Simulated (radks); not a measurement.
Question: Excited configurations of Pm II: one electron is placed in a higher orbital outside [Xe] 4f5. The ground configuration is [Xe] 4f5 6s1. Calculated with a radial shooting solver on a logarithmic mesh with Libxc functionals: Dirac Kohn-Sham, BLYP, spin-unpolarised, spherical densities, point nucleus; open shells are shared between the two j in proportion to 2j + 1. Excitation = E - E(ground); binding = E(ion) - E, where the ion is the core of charge +2; n* = 2/sqrt(2 binding) in atomic units, and the quantum defect is n - n*. Eigenvalue and <r> are those of j = l + 1/2.

outer orbital  excitation (eV)  binding (eV)     n*  quantum defect  eigenvalue (eV)  <r> (bohr)
5d                       1.351         9.701  2.369           2.631           -6.014       3.077
5f                       7.638         3.414  3.993           1.007           -2.340       8.738
6p                       3.125         7.927  2.620           3.380           -5.723       4.998
6d                       6.480         4.572  3.450           2.550           -3.366       7.726
7s                       5.710         5.342  3.192           3.808           -4.172       7.945
7d                       8.160         2.892  4.338           2.662           -2.186       13.20

Estimate the row for 7p.

Answer: excitation (eV) 6.731; binding (eV) 4.321; n* 3.549; quantum defect 3.451; eigenvalue (eV) -3.278; <r> (bohr) 9.410. The Delta-SCF ionisation energy is 11.052 eV (NIST Atomic Spectra Database: 10.94 eV, semi-empirical). Self-interaction in the functional shifts the binding energies and quantum defects, so they are the method's values and not measured ones. Spin polarisation and multiplet splitting are left out, so open shells lie too high by an amount that depends on their filling. Sharing an open shell by 2j + 1 raises it above the true ground level by a part of the spin-orbit splitting, which enters the differences from NIST.

Beside tabulated values, note that spin-unpolarised runs miss the spin-polarisation part of the exchange energy of open shells.
